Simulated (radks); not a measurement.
Results of a calculation; reference values are marked as such.
All-electron atom: Cr in [Ar] 3d5 4s1.

Level of theory: non-relativistic Kohn-Sham, exchange-only B88, spin-polarised, spherical densities, point nucleus; open shells are filled with parallel spins first (a radial shooting solver on a logarithmic mesh with Libxc functionals).

Energy parts (eV):
part                  energy
total             -28394.856
kinetic            28394.856
electron-nucleus  -67528.209
Hartree            12038.048
exchange           -1299.552

Orbitals (lengths in bohr, moments of r in powers of bohr; r(max) is where P^2 peaks):
| orbital | occ. | eigenvalue (eV) | r(max) | <r^4> |
|---|---|---|---|---|
| 1s up | 1 | -5834.111 | 0.04224 | 0.00007804 |
| 1s down | 1 | -5834.113 | 0.04224 | 0.00007803 |
| 2s up | 1 | -656.6220 | 0.2462 | 0.01882 |
| 2s down | 1 | -654.8850 | 0.2460 | 0.01865 |
| 2p up | 3 | -557.7759 | 0.1987 | 0.01440 |
| 2p down | 3 | -556.4680 | 0.1985 | 0.01423 |
| 3s up | 1 | -72.6651 | 0.7832 | 1.505 |
| 3s down | 1 | -67.8091 | 0.7835 | 1.508 |
| 3p up | 3 | -45.3287 | 0.7998 | 2.219 |
| 3p down | 3 | -40.4830 | 0.8003 | 2.227 |
| 3d up | 5 | -3.3458 | 0.8337 | 35.59 |
| 4s up | 1 | -4.1799 | 2.734 | 310.7 |

The highest occupied level is 3d up at -3.346 eV. Spin moment in Bohr magnetons: 6. The electron density at the nucleus is 9327 e/bohr^3.
